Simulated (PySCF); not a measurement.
# Correlation energy of F+ (fluorine, charge +1)

[He] 2s2 2p4, high-spin 3P determinant. Calculation: PySCF 2.14, in aug-cc-pwCVTZ (7s6p4d2f, 59 functions); the non-relativistic Hamiltonian (point nucleus). Frozen: nothing; 8 electrons correlated.

| level | correlation energy (mhartree) |
| --- | --- |
| CCSD | -220.60 |
| (T) | -2.61 |
| CCSD(T) | -223.21 |

Diagnostics: T1 = 0.0036, D1 = 0.0086, largest double amplitude 0.025.

**Question.** Is a single reference adequate?

**Answer.** Yes: T1 lies below 0.03 and no double amplitude reaches 0.07.
